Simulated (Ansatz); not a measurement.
Cartesian coordinates in Å:
```
C 1.3622 -0.4032 -0.0490
C 0.7204 0.0116 1.1194
N -0.5830 -0.1169 1.2970
Si -1.6124 -0.3570 -0.1947
Al 0.1915 0.7551 -1.5080
H 1.0384 -1.3462 -0.4876
H 2.4324 -0.2381 -0.0996
H 1.2768 0.5481 1.8870
H -0.9546 0.2348 2.1659
H -2.9328 0.1668 0.2642
H -1.8062 -1.8361 -0.3181
H 0.2611 2.3019 -1.1041
H 0.6065 0.2791 -2.9722
```

Charge 0, multiplicity 1.

**Question.** List the PBE/def2-TZVPP orbital energies in eV (Ansatz). (An estimate is asked.)

**Answer.** Ansatz gave: Occupied: -1779.54, -1505.61, -381.80, -271.24, -269.13, -137.26, -105.88, -94.07, -93.98, -93.92, -67.91, -67.82, -67.76, -23.95, -18.92, -15.35, -14.32, -12.80, -11.11, -10.60, -10.25, -9.19, -8.75, -8.09, -6.45, -6.39, -5.82. Lowest empty: -2.34, -0.88, -0.26, 0.13, 0.31, 0.73, 1.20, 1.28.
